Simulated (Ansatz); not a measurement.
K₂S⁻. Total charge -1; doublet. Geometry r2SCAN-D4/def2-TZVP, that of the neutral singlet; atoms count from 1.

```xyz
3

K    -2.712    0.028    0.406
K     2.710   -0.046   -0.418
S     0.002    0.018    0.012
```

The highest occupied level of the charge -1 doublet lies above zero (up to 0.45 eV). By energy differences its removal costs 0.26 eV (vertical, to the charge 0 singlet, at PBE0-D4/def2-TZVPD); a positive level beside a positive removal energy at the same level points to self-interaction error. The structure comes from a short search, and lower isomers may exist.

Question: Estimate the Mulliken populations from the PBE0/def2-TZVPD orbitals of Ansatz.

Answer: 
```csv
atom,charge (e),spin (α − β)
K1,0.01,0.55
K2,0.01,0.55
S3,-1.03,-0.11
```
Mulliken values and Mayer orders depend strongly on the basis. With diffuse functions, as here, like atoms can get unlike values, and bond orders can come out too low or too high.

Question: Where does the spin sit?

Answer: Summed by element: K 1.11, S -0.11, of 1 unpaired in all. Largest on single atoms: K1 0.55, K2 0.55, S3 -0.11.

Question: And the Mayer bond orders between bonded heavy atoms (over 0.3)?

Answer: K1–S3 0.62 (2.74 Å); K2–S3 0.62 (2.74 Å). Values over 0.3 also appear between atoms too far apart for a bond (K1–K2 0.45 at 5.49 Å); they arise where an orbital or an unpaired electron spreads over both atoms.
